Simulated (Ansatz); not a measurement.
Consider the redistribution: `[CH3][AlH][SiH2]S` + `C=C(Cl)O[SiH3]` → `[SiH3]O[SiH2]S` + `C=[C](Cl)[AlH][CH3]`.

Isolated molecules relaxed with PBE0-D4/def2-TZVP in Ansatz; ΔE leaves out vibrations. CBS: MP2 limit from def2 TZ/QZ plus the TZ coupled-cluster correction, frozen cores. Functionals use def2-TZVPP. One conformer a species, not always the lowest.

```tsv
species	ωB97X-V energy (Eh)
`[CH3][AlH][SiH2]S`	-972.33837
`C=C(Cl)O[SiH3]`	-904.06349
`[SiH3]O[SiH2]S`	-1056.01170
`C=[C](Cl)[AlH][CH3]`	-820.45920
```

Q: Work out ΔE.

A: ΔE = (-1056.01170) + (-820.45920) − (-972.33837) − (-904.06349) = -0.06904 Eh = -1.88 eV. CCSD(T)/CBS gives -2.02 eV.

Largest T1 diagnostic among the species: 0.012.

From PBE to PBE0 (25 % exact exchange), in def2-TZVPP and without D4, ΔE moves by −0.11 eV. In def2-TZVPP, CCSD(T) changes the Hartree–Fock value by +0.20 eV (the triples alone add +0.03 eV) and MP2 by +0.08 eV.
